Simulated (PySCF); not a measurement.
A structure optimised at PBE-D3(BJ)/def2-TZVP, used in a PySCF frequency run:

```xyz
7

C      0.0000     0.0000    -1.2657
C      0.0000     0.0000     0.1622
N      0.0000     0.0000     1.3117
H      0.9015     0.5205    -1.6293
H     -0.9015     0.5205    -1.6293
H      0.0000    -1.0410    -1.6293
H      0.0000     0.0000     2.3277
```
Charge +1, spin multiplicity 1.

Q: Write its SMILES, formula and point group.

A: CC#[NH+], C₂H₄N, C3v

Q: What are its rotational constants (standard atomic weights)?

A: 154.23, 8.6195, 8.6195 GHz
